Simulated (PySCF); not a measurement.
C₂H₁₂OSi₃, SMILES [SiH3][Si@H](O)CC[SiH3].

Coordinates come from a PBE0-D3(BJ)/def2-SVP optimisation. The structure was generated by enumeration; whether it is a known compound was not checked. Other conformers were not sampled.

Level of theory: TDA-PBE/def2-SVPD run with PySCF.

Vertical excitations. Isolated molecule, no solvent.

```csv
state,energy (eV),λ (nm),f,main pairs
S1,5.69,218,0.003,HOMO→LUMO 97 %
S2,6.19,200,0.018,"HOMO−1→LUMO 74 %, HOMO→LUMO+1 19 %"
S3,6.25,198,0.004,"HOMO→LUMO+1 62 %, HOMO−1→LUMO 21 %, HOMO→LUMO+2 12 %"
S4,6.43,193,0.037,"HOMO→LUMO+2 79 %, HOMO→LUMO+1 12 %"
S5,6.52,190,0.018,HOMO→LUMO+3 95 %
S6,6.65,186,0.004,HOMO→LUMO+4 93 %
T1,5.35,232,0,HOMO→LUMO 95 %
T2,5.84,212,0,HOMO→LUMO+1 82 %
```
Triplets are in the Tamm–Dancoff approximation.
